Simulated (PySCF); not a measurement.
**Deuteron quadrupole couplings in `[SiH3]CC1=CC=CBC=C1`**

C7H11BSi.
Structure used (PBE0-D3(BJ)/def2-SVP), in Å, numbered top down from 1:
```
atom  x, y, z in Å
Si1    2.5432    0.5398   -0.9645
C2     1.5134    0.0377    0.5509
C3     0.0376    0.0646    0.2526
C4    -0.5580   -1.1231   -0.1313
C5    -1.8900   -1.4270   -0.5098
C6    -2.9962   -0.6140   -0.6046
B7    -3.0882    0.8780   -0.3202
C8    -1.8932    1.7191    0.1304
C9    -0.5930    1.3450    0.3586
H10    3.9982    0.5317   -0.6192
H11    2.2942   -0.4273   -2.0754
H12    2.1539    1.9107   -1.4125
H13    1.8412   -0.9681    0.8563
H14    1.7647    0.7257    1.3743
H15    0.1162   -1.9869   -0.1463
H16   -2.0306   -2.4869   -0.7591
H17   -3.9063   -1.1358   -0.9262
H18   -4.1589    1.4335   -0.4569
H19   -2.0727    2.7878    0.3055
H20    0.0957    2.1387    0.6787
```

Level: PBE0/pcSseg-1 (PySCF, non-relativistic); Q(2H) = 0.00286 b; rigid geometry, the same for H and D, with no vibrational averaging.

Question: Rank these positions by the coupling χzz of a deuteron there, largest first.
A. H13 (methylene hydrogen)
B. H18 (B–H hydrogen)
C. H10 (Si–H hydrogen)
D. H17 (vinylic hydrogen)

Answer: D (200 kHz), A (196 kHz), B (133 kHz), C (94 kHz).

Question: What are Vzz, η and χzz (234.96 MHz × Q × Vzz) at all hydrogens?

Answer: 
```
atom  bonded to  bond length (Å)  Vzz (au)     η  χzz (kHz)
 H10        Si1            1.495    0.1391  0.02         94
 H11        Si1            1.494    0.1403  0.02         94
 H12        Si1            1.494    0.1400  0.03         94
 H13         C2            1.101    0.2918  0.05        196
 H14         C2            1.102    0.2906  0.05        195
 H15         C4            1.096    0.2935  0.10        197
 H16         C5            1.098    0.2906  0.06        195
 H17         C6            1.097    0.2978  0.03        200
 H18         B7            1.214    0.1979  0.04        133
 H19         C8            1.098    0.2960  0.02        199
 H20         C9            1.099    0.2883  0.08        194
```

Question: Average by the element that carries the hydrogen.

Answer: on Si: 94 kHz over 3 positions, mean bond length 1.494 Å; on C: 197 kHz over 7 positions, mean bond length 1.099 Å; on B: 133 kHz over 1 position, mean bond length 1.214 Å.

The structure is a single PBE0-D3(BJ)/def2-SVP conformer in the gas phase; no vibrational or solvent corrections. The basis is small and wasn't made for field gradients, so the couplings can be 20 % off.
